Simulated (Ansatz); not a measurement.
Stepwise substitution at one centre (Ga H-Cl). Isolated molecules, 0 K electronic values unless said otherwise. Strings in code marks are SMILES.

Quantity: vertical ionisation energy (energy after one electron is removed minus that of the parent at the parent's geometry), in eV.

Case: `[Cl][GaH2]`. Geometry of `[Cl][GaH2]` (neutral, multiplicity 1, Å):

```xyz
4

Cl     1.9536    -0.0074     0.0576
Ga    -0.2116     0.0008    -0.0062
H     -0.8763    -1.4069    -0.0288
H     -0.8658     1.4135    -0.0226
```

**Question.** Estimate the vertical ionisation energy (energy after one electron is removed minus that of the parent at the parent's geometry) that frozen-core CCSD(T)/cc-pVQZ // B3LYP-D3(BJ)/def2-TZVP (Ansatz, a program for electronic structure) returns for this input.

**Answer.** 11.15 eV.
